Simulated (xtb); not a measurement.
octafluorocyclobutane (C4F8), SMILES FC1(F)C(F)(C(C1(F)F)(F)F)F. All values are semi-empirical tight-binding results from xtb (GFN2-xTB unless named), good for trends rather than for accurate numbers. Geometry: GFN2-xTB.

- point group as xtb finds it = D2d
- orbital gap = 9.98 eV
- dipole moment = 0.00 D
- zero-point energy = 27.2 kcal/mol
- G − E(el) at 298.15 K (modified RRHO) = 5.2 kcal/mol
- static polarisability (D4 model) = 54.2 bohr³
- solvation energy, GFN2-xTB/ALPB(water) = 2.0 kcal/mol
- solvation energy, GFN2-xTB/ALPB(dmf) = -0.8 kcal/mol

Computed IR lines (harmonic; lines under 4 % of the strongest left out, lines within 3 cm⁻¹ merged):
ν (cm⁻¹): 506 (m), 887 (s), 1146 (vs), 1206 (s) (against the strongest line: vs over 80 %, s over 45 %, m over 15 %, w over 4 %, vw less)
